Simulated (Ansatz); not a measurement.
## Abstraction of F: CF4 + C2HF2Ge → CF3 + C2HF3Ge

Species: CF4 (tetrafluoromethane) `FC(F)(F)F`, singlet; C2HF2Ge `C#[C][Ge]([F])[F]`, doublet; CF3 (trifluoromethyl radical) `F[C](F)F`, doublet; C2HF3Ge `C#[C][Ge]([F])([F])[F]`, singlet. A radical takes F: the energy is the difference in strength between the C–F bond broken and the Ge–F bond made.

Shapes, held fixed at every level: PBE0-D4/def2-TZVP. Programs: Ansatz 0.2.0. The zero-point and thermal change to 298 K, harmonic and unscaled (PBE0-D4/def2-TZVP), is -2.6 kJ/mol.

Task: Estimate ΔH(298 K) of this reaction.

Result: The highest level, CCSD(T)/def2-TZVPP, gives ΔH(298 K) = -14.0 kJ/mol; the levels span -28.6 to +5.9. They disagree on the sign: 4 of 7 are positive. The column of differences is taken from that level and isn't an error. No measured value is set beside it here. Open shells run unrestricted. Relativity is left out for Ge. Outer-core shells of Ge are correlated, in sets that cover them unevenly. Times are processor times on shared x86 and Arm servers, and rough.

```csv
level,kind,ΔH(298 K) (kJ/mol),less CCSD(T)/def2-TZVPP,CPU time (sum over the molecules)
MP2/def2-SVP,perturbation theory,+0.7,+14.7,–
HF/def2-TZVPP,Hartree–Fock,-28.6,-14.6,–
PBE-D4/def2-TZVPP,GGA,+5.9,+19.9,22 s
r2SCAN-D4/def2-TZVPP,meta-GGA,-6.3,+7.7,46 s
PBE0-D4/def2-TZVPP,global hybrid,+1.1,+15.1,30 s
CCSD(T)/def2-SVP,coupled cluster or CI,+4.4,+18.4,88 s
CCSD(T)/def2-TZVPP,coupled cluster or CI,-14.0,0.0,25 min
```
